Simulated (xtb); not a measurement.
xtb input (GFN2-xTB):

```bash
xtb mol.xyz --gfn 2 --sp --chrg 0 --uhf 0
```
mol.xyz:
```
2

La    -0.00000000    -0.00000000    -0.58607313
Cl     0.00000000     0.00000000     1.96506871
```

End of the output:

```
         :::::::::::::::::::::::::::::::::::::::::::::::::::::
         ::                     SUMMARY                     ::
         :::::::::::::::::::::::::::::::::::::::::::::::::::::
         :: total energy              -5.824856941388 Eh    ::
         :: gradient norm              0.015497954354 Eh/a0 ::
         :: HOMO-LUMO gap              1.209512403919 eV    ::
         ::.................................................::
         :: SCC energy                -5.826874272082 Eh    ::
         :: -> isotropic ES           -0.002831552940 Eh    ::
         :: -> anisotropic ES         -0.002296229065 Eh    ::
         :: -> anisotropic XC         -0.010324557334 Eh    ::
         :: -> dispersion             -0.001580377754 Eh    ::
         :: repulsion energy           0.002017330694 Eh    ::
         :: add. restraining           0.000000000000 Eh    ::
         :: total charge              -0.000000000160 e     ::
         :::::::::::::::::::::::::::::::::::::::::::::::::::::

           -------------------------------------------------
          |                Property Printout                |
           -------------------------------------------------

    * Orbital Energies and Occupations

         #    Occupation            Energy/Eh            Energy/eV
      -------------------------------------------------------------
         1        2.0000           -1.0157236             -27.6392
         2        2.0000           -0.4948648             -13.4660
         3        2.0000           -0.3851963             -10.4817
         4        2.0000           -0.3851963             -10.4817
         5        2.0000           -0.3480558              -9.4711 (HOMO)
         6                         -0.3036070              -8.2616 (LUMO)
         7                         -0.3036070              -8.2616
         8                         -0.3008021              -8.1852
         9                         -0.3008021              -8.1852
        10                         -0.2990784              -8.1383
        11                          0.0119219               0.3244
        12                          0.0119219               0.3244
        13                          0.1086003               2.9552
        14                          0.1086003               2.9552
        15                          0.1090100               2.9663
        16                          0.1090100               2.9663
       ...                                ...                  ...
        18                          0.4406078              11.9895
      -------------------------------------------------------------
                  HL-Gap            0.0444488 Eh            1.2095 eV
             Fermi-level           -0.3261711 Eh           -8.8756 eV

     #   Z          covCN         q      C6AA      α(0)
     1  57 La       0.707     0.535  3652.132   204.725
     2  17 Cl       0.707    -0.535   116.632    16.518

 Mol. C6AA /au·bohr⁶  :       4818.043041
 Mol. C8AA /au·bohr⁸  :    1072827.844374
 Mol. α(0) /au        :        221.243245

Wiberg/Mayer (AO) data.
largest (>0.10) Wiberg bond orders for each atom

 ---------------------------------------------------------------------------
     #   Z sym  total        # sym  WBO       # sym  WBO       # sym  WBO
 ---------------------------------------------------------------------------
     1  57 La   0.858 --     2 Cl   0.858
     2  17 Cl   0.858 --     1 La   0.858
 ---------------------------------------------------------------------------

Topologies differ in total number of bonds
Writing topology from bond orders to xtbtopo.mol

molecular dipole:
                 x           y           z       tot (Debye)
 q only:        0.000       0.000      -2.578
   full:       -0.000       0.000      -1.459       3.709
molecular quadrupole (traceless):
                xx          xy          yy          xz          yz          zz
 q only:        3.360       0.000       3.360       0.000       0.000      -6.719
  q+dip:        3.618       0.000       3.618       0.000       0.000      -7.236
   full:        5.425       0.000       5.425       0.000       0.000     -10.851

           -------------------------------------------------
          | TOTAL ENERGY               -5.824856941388 Eh   |
          | GRADIENT NORM               0.015497954354 Eh/α |
Note: The following floating-point exceptions are signalling: IEEE_UNDERFLOW_FLAG IEEE_DENORMAL
normal termination of xtb
          | HOMO-LUMO GAP               1.209512403919 eV   |
           -------------------------------------------------

------------------------------------------------------------------------
------------------------------------------------------------------------
 total:
 SCF:
```
